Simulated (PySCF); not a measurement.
germylsilane (H6GeSi), singlet, at a GFN2-xTB geometry. Base run: TPSS/STO-3G (PySCF).

PySCF was given this input:
```python
from pyscf import gto, scf, dft

mol = gto.M(
    atom='''
Si   -1.567041    0.166939    0.037590
Ge    0.749571   -0.079853   -0.017980
H    -2.146440   -0.688106    1.073906
H    -1.925321    1.555707    0.326932
H    -2.150726   -0.204709   -1.251576
H     1.245743   -1.412990   -0.497010
H     1.480930    0.886275   -0.903769
H     1.448124    0.081968    1.300636
''',
    basis='sto-3g',
    charge=0,
    spin=0,
    verbose=4,
)

mf = dft.RKS(mol)
mf.xc = 'tpss'
mf.kernel()
```

Each row names what was changed in the base input (with any setting that the change needs).

```csv
change,ΔE vs base (µEh),SCF cycles,outcome
base,0.0,8,converged
DIIS = EDIIS,-,50,not converged
init_guess = mod_huckel,0.0,9,converged
init_guess = vsap,0.0,9,converged
diis_space = 20,0.0,8,converged
conv_tol_grad = 1e-7,0.0,10,converged
level_shift = 1.0 (with mf.max_cycle = 100),0.0,31,converged
solver = newton,0.0,-,converged
diis_space = 12,0.0,8,converged
conv_tol = 1e-7,0.0,8,converged
conv_tol = 1e-11,0.0,9,converged
diis_space = 2,0.0,14,converged
conv_tol = 1e-12,0.0,9,converged
```
